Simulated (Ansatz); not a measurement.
CH6InNSe (`[NH2][InH][CH2][SeH]`) at its PBE0-D4/def2-TZVP geometry, where that method's forces vanish. Total charge 0; spin multiplicity 1. In takes the def2 core potential.

```xyz
10

N    -0.1564   -1.8602   -0.6176
In   -0.7260    0.0591   -0.8319
C     0.6213    1.4040    0.1671
Se    0.1166    1.3152    2.0636
H    -0.6572   -2.6407   -1.0084
H     0.7618   -2.1377   -0.3127
H    -2.2290    0.3819   -1.5757
H     1.6825    1.1893    0.0603
H     0.4388    2.4406   -0.1148
H     0.1477   -0.1514    2.1702
```

Question: What forces (eV/Å) does PBE-D4/def2-TZVPP give on these atoms in Ansatz 0.2.0? (An estimate is asked.)

Answer: Ansatz gave: 
```
N1  -0.053  0.049  0.073
In2 -0.110  0.201 -0.139
C3   0.070 -0.024 -0.065
Se4 -0.100  0.274  0.296
H5  -0.172 -0.271 -0.133
H6   0.318 -0.099  0.105
H7  -0.120  0.003 -0.038
H8   0.205 -0.049 -0.046
H9  -0.045  0.190 -0.067
H10  0.008 -0.273  0.013
```
